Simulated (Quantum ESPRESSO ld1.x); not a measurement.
Species: F2+. Configuration: [He] 2s2 2p3 (the NIST ground configuration). Method: scalar-relativistic Kohn-Sham, LDA (Slater exchange, Perdew-Wang correlation), spin-polarised, spherical densities, point nucleus; open shells are filled with parallel spins first; computed with ld1.x of Quantum ESPRESSO 7.5.

Normalised radial functions P(r) = r R(r), r in bohr:

```
   r/bohr * 2p down (the largest magnitude, 0.985, reaches the edge; | marks zero)
  0.01616 *
  0.01808 *
  0.02038 |*
  0.02298 |*
  0.02591 |*
  0.02898 |*
  0.03267 |*
  0.03684 | *
  0.04153 | *
  0.04646 | *
  0.05238 |  *
  0.05906 |   *
  0.06659 |    *
  0.07448 |    *
  0.08398 |      *
  0.09468 |       *
   0.1068 |         *
   0.1194 |           *
   0.1346 |             *
   0.1518 |                *
   0.1711 |                  *
   0.1914 |                      *
   0.2158 |                         *
   0.2434 |                             *
   0.2744 |                                 *
   0.3069 |                                     *
    0.346 |                                         *
   0.3901 |                                             *
   0.4399 |                                                *
    0.492 |                                                   *
   0.5548 |                                                     *
   0.6255 |                                                      *
   0.7052 |                                                      *
   0.7888 |                                                     *
   0.8894 |                                                   *
    1.003 |                                               *
    1.131 |                                           *
    1.265 |                                      *
    1.426 |                                *
    1.608 |                          *
    1.813 |                    *
    2.027 |               *
    2.286 |          *
    2.577 |       *
    2.906 |    *
     3.25 |  *
    3.665 | *
    4.132 |*
    4.659 *
    5.211 *
    5.875 *
    6.625 *
    7.469 *
    8.354 *
    9.419 *
```

2p down (empty): eigenvalue -44.427 eV, 0 radial nodes, <r> = 0.932 bohr, 90 % of the charge inside 1.57 bohr.
